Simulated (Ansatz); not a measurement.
One change: `CO[SiH](O)[SiH](O)O` becomes `CO[SiH](O)Cl`.

Ansatz, PBE0-D4/def2-TZVP geometries, multiplicity 1. Each molecule was computed in one conformer, which needn't be the lowest.

| property | `CO[SiH](O)[SiH](O)O` |
| --- | --- |
| LUMO energy (ωB97M-V/def2-TZVPP) / eV | 1.53 |
| HOMO energy (B3LYP/def2-TZVPP) / eV | -7.00 |
| HOMO energy (ωB97M-V/def2-TZVPP) / eV | -9.30 |
| HOMO–LUMO gap (B3LYP/def2-TZVPP) / eV | 6.66 |
| size of the dipole moment (PBE/def2-TZVPP) / D | 0.42 |
| HOMO energy (PBE0/def2-TZVPP) / eV | -7.18 |

(1) Give the same properties after the change, and the shifts. (Estimate.)

Results:

(1) Computed: 
```
                                      property  `CO[SiH](O)Cl`  shift
         LUMO energy (ωB97M-V/def2-TZVPP) / eV            2.29   0.76
           HOMO energy (B3LYP/def2-TZVPP) / eV           -8.46  -1.46
         HOMO energy (ωB97M-V/def2-TZVPP) / eV          -11.08  -1.78
         HOMO–LUMO gap (B3LYP/def2-TZVPP) / eV            8.85   2.19
size of the dipole moment (PBE/def2-TZVPP) / D            1.53   1.11
            HOMO energy (PBE0/def2-TZVPP) / eV           -8.70  -1.52
```

With PBE0 the HOMO falls by 1.52 eV and the LUMO rises by 0.84 eV, so the gap widens by about 2.36 eV. PBE moves the HOMO by -1.24 eV and ωB97M-V by -1.78 eV. Dipoles are sizes alone; their direction can turn.

B3LYP here is the variant with VWN-RPA as its local correlation; programs differ in this.
